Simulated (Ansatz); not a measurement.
C2H8BN at its PBE0-D4/def2-TZVP geometry, where that method's forces vanish. Charge 0, multiplicity 1. The bonds changed during the relaxation, so this is another structure than the one it started from.

```tsv
atom	x (Å)	y (Å)	z (Å)
B1	-0.249	1.371	-0.099
C2	-0.046	-0.119	-0.546
C3	1.080	-0.992	-0.079
N4	-1.094	0.136	0.498
H5	-0.918	2.105	-0.771
H6	0.516	1.825	0.709
H7	-0.518	-0.464	-1.463
H8	1.498	-0.619	0.861
H9	1.887	-0.968	-0.815
H10	0.786	-2.039	0.059
H11	-2.054	-0.013	0.230
H12	-0.889	-0.221	1.419
```

(1) For each bond, give half the difference of the two atoms' forces along it (eV/Å; positive pushes the atoms apart) under PBE-D4, r2SCAN-D4, B3LYP-D4, ωB97M-V in def2-TZVPP. (Best estimate.)

Answers

(1) The calculation gave: 
```csv
bond,length (Å),PBE-D4,r2SCAN-D4,B3LYP-D4,ωB97M-V
B1–C2,1.568,0.16,0.14,0.17,0.14
B1–N4,1.611,0.06,0.19,0.31,0.28
B1–H5,1.199,-0.01,-0.08,-0.13,-0.13
B1–H6,1.201,0.01,-0.07,-0.13,-0.13
C2–C3,1.500,-0.06,0.03,0.13,0.18
C2–N4,1.500,0.15,0.29,0.30,0.24
C2–H7,1.087,0.08,-0.08,-0.15,-0.17
C3–H8,1.094,0.12,-0.03,-0.06,-0.08
C3–H9,1.092,0.11,-0.02,-0.07,-0.08
C3–H10,1.096,0.10,-0.02,-0.05,-0.09
N4–H11,1.008,0.17,-0.07,-0.11,-0.12
N4–H12,1.009,0.19,-0.06,-0.10,-0.12
```

B3LYP here is the variant with VWN-RPA as its local correlation; programs differ in this.

All numbers were calculated with Ansatz.
